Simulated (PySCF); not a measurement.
**The third ionisation energy along group 15**

All values are computed (PySCF 2.14, energy differences of UHF-based or UKS calculations, no spin-orbit coupling). Values in eV. The last column holds reference values (NIST; (s) semi-empirical, (t) theoretical, else measured). Unmarked ones compare directly (S terms, centres of terms, or small fine structure); those marked * lie between the lowest fine-structure levels and include a spin-orbit shift.

| element | configurations | UHF | PBE | PBE0 | MP2 (valence) | SCS-MP2 (valence) | MP2 (valence and next inner shell) | reference |
| --- | --- | --- | --- | --- | --- | --- | --- | --- |
| N (aug-cc-pCVTZ-DK, spin-free X2C) | [He] 2s2 2p1 → [He] 2s2 | 47.263 | 47.993 | 47.976 | 47.461 | 47.408 | 47.516 | 47.445 (s) * |
| P (aug-cc-pCVTZ-DK, spin-free X2C) | [Ne] 3s2 3p1 → [Ne] 3s2 | 29.572 | 30.227 | 30.250 | 29.873 | 29.862 | 29.903 | 30.203 * |
| Sb (aug-cc-pwCVTZ-DK3, spin-free X2C) | [Kr] 4d10 5s2 5p1 → [Kr] 4d10 5s2 | 24.154 | 24.718 | 24.755 | 24.389 | 24.381 | 24.647 | 25.323 * |
| Bi (aug-cc-pwCVTZ-DK3, spin-free X2C) | [Xe] 4f14 5d10 6s2 6p1 → [Xe] 4f14 5d10 6s2 | 23.088 | 23.675 | 23.704 | 23.298 | 23.289 | 23.609 | 25.571 * |

"Valence" correlates the outer s and p shells and, in groups 3 to 12 and the f block, the outer d or f shell, open or full, or the next shell where the ion has no valence electron left; the wider scheme adds the next inner shell.
